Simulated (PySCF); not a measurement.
VO2Cl, SMILES [O]=[V](=[O])[Cl], multiplicity 1.

The structure is a stationary point at PBE0-D3(BJ)/def2-SVP. The multiplicity is an assumed one; other spin states were not compared.

Two levels are set side by side: TDDFT-PBE/def2-SVPD (PySCF) and TDDFT-B3LYP/def2-SVPD (PySCF). Vertical, same geometry. The lowest singlet is HOMO→LUMO 100 % with PBE and HOMO→LUMO 85 %, HOMO−1→LUMO 14 % with the other functional; states are paired by order. Differences are taken from unrounded values.

```tsv
quantity	TDDFT-PBE
lowest singlet excitation (eV)	2.48
lowest triplet excitation (TDA) (eV)	2.36
```

### Question
These are the TDDFT-PBE values. What does TDDFT-B3LYP give? (Estimate from the structure and the level; the computed values follow.)

### Answer

| quantity | TDDFT-B3LYP | TDDFT-PBE minus TDDFT-B3LYP |
|---|---|---|
| lowest singlet excitation (eV) | 2.79 | -0.31 |
| lowest triplet excitation (TDA) (eV) | 2.66 | -0.30 |

A lower first singlet is the usual sign of a functional without exact exchange. Differences between two approximate levels are no errors against the true value.

Rough cost on one machine, each run with all the roots and properties that it gave: TDDFT-B3LYP against TDDFT-PBE about 3 times.
